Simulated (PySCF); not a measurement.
A side-by-side comparison of computed properties.

First species: C3H9F3Si2.
SMILES: `C[SiH2][C@@H]([SiH3])C(F)(F)F`

Second species: C₆H₉OP.
Numbering: `[CH:1]#[C:2][P:3]([CH3:4])[CH2:5][C:6]([CH3:7])=[O:8]` (hydrogens: H9 on C1; H10, H11, H12 on C4; H13, H14 on C5; H15, H16, H17 on C7)

Levels: CAM-B3LYP/def2-SVPD for dipole moment, HOMO energy, LUMO energy, HOMO–LUMO gap, static isotropic polarisability and electronic spatial extent ⟨r²⟩ about the centre of nuclear charge; TDDFT CAM-B3LYP/def2-SVPD for lowest singlet excitation; TDA CAM-B3LYP/def2-SVPD for lowest triplet excitation (Tamm–Dancoff); GFN2-xTB for rotational constant A and rotational constant C. Geometries: GFN2-xTB. Each structure is a single optimised conformer of the isolated species, non-relativistic unless stated; the electronic structure was computed with PySCF and density fitting.

Dipoles, sizes and rotational constants follow the conformer. The torsions of the flexible species, by atom-mapped SMILES:
- `[CH3:1][SiH2:2][C@@H:3]([SiH3:4])[C:5]([F:6])([F:7])[F:8]`: C1–Si2–C3–Si4 -49°, Si2–C3–C5–F6 177°
- `[CH:1]#[C:2][P:3]([CH3:4])[CH2:5][C:6]([CH3:7])=[O:8]`: C2–P3–C5–C6 -179°, P3–C5–C6–C7 -171°

Values for the first species:

| Quantity | Value |
| --- | --- |
| Dipole moment | 2.41 D |
| HOMO energy | -10.52 eV |
| LUMO energy | 0.99 eV |
| HOMO–LUMO gap | 11.51 eV |
| Lowest singlet excitation | 8.52 eV |
| Lowest triplet excitation (Tamm–Dancoff) | 8.07 eV |
| Static isotropic polarisability | 90.0 au |
| Electronic spatial extent ⟨r²⟩ about the centre of nuclear charge | 1414 bohr² |
| Rotational constant A | 1.604 GHz |
| Rotational constant C | 0.896 GHz |

(1) Estimate the same properties for the second species, and the change in each.

Answers

(1) 
```csv
property,first,second,second less first
dipole moment,2.41 D,3.30 D,+0.89 D
HOMO energy,-10.52 eV,-7.98 eV,+2.54 eV
LUMO energy,0.99 eV,0.42 eV,-0.57 eV
HOMO–LUMO gap,11.51 eV,8.40 eV,-3.11 eV
lowest singlet excitation,8.52 eV,4.56 eV,-3.96 eV
lowest triplet excitation (Tamm–Dancoff),8.07 eV,4.02 eV,-4.05 eV
static isotropic polarisability,90.0 au,98.0 au,+8.0 au
electronic spatial extent ⟨r²⟩ about the centre of nuclear charge,1414 bohr²,1383 bohr²,-31 bohr²
rotational constant A,1.604 GHz,3.431 GHz,+1.827 GHz
rotational constant C,0.896 GHz,0.857 GHz,-0.039 GHz
```

On the first: In wavenumbers S1 is 68700 cm⁻¹ (1 eV = 8065.54 cm⁻¹). The vertical singlet–triplet gap S1 − T1 is 0.45 eV (TDDFT singlet less Tamm–Dancoff triplet; S1: HOMO→LUMO+1, weight 0.70; T1: HOMO→LUMO+1, weight 0.77).

On the second: The polarisability is 14.52 Å³ as a volume (1 au = 0.148185 Å³), or 1.44 au for each of the 68 electrons. The dipole matches unit charges of opposite sign 0.69 Å apart (1 e·Å = 4.8032 D).
